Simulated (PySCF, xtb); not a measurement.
Ge(NH2)(SH) (GeH3NS), SMILES [NH2][Ge][SH] (connectivity only; charge and spin as stated), neutral, multiplicity 1. One conformer was computed; it need not be the lowest.

Harmonic wavenumbers (cm⁻¹) from GFN2-xTB (xtb 6.7.1) at its own minimum, in rising order: 187, 238, 357, 386, 431, 591, 632, 655, 1478, 2434, 3432, 3470.

What does ωB97X-D3(BJ)/def2-TZVP (PySCF) give at its own minimum? (An estimate is asked for; the answer gives what the named calculation found.)

206, 276, 394, 401, 484, 700, 720, 797, 1583, 2764, 3600, 3708. Paired by order, the mean absolute difference is 112 cm⁻¹ and the zero-point energies are 20.4 and 22.3 kcal/mol.
